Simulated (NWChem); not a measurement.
AlHBrF; SMILES [F][AlH][Br]

```xyz
4

Al    -0.5219    -1.1160     0.0005
H     -2.0391    -1.5138     0.0045
F      0.6300    -2.2990    -0.0002
Br     0.1485     1.0384    -0.0003
```
Atoms are numbered in this order, from 1.

All runs: NWChem. Coordinates come from a B3LYP/6-31G* (spherical d) optimisation. GIAO values for the isolated, static molecule; σ is the absolute isotropic shielding, δ = σ(reference) − σ with the isolated reference molecule computed at the same levels (19F: trichlorofluoromethane, 1H: tetramethylsilane). Spin-orbit effects, on the heavy nuclei and on their neighbours, are missing.

For level PBE/pcSseg-1:

| Property | Result |
|---|---|
| σ Al1 (ppm) | 396.2 |
| δ H2 (ppm) | 5.09 |
| σ Br4 (ppm) | 2521.9 |

Question: Estimate the same quantities for level PBE0/pcSseg-1.

Answer: 
- σ Al1 (ppm): 412.1
- δ H2 (ppm): 4.94
- σ Br4 (ppm): 2605.6
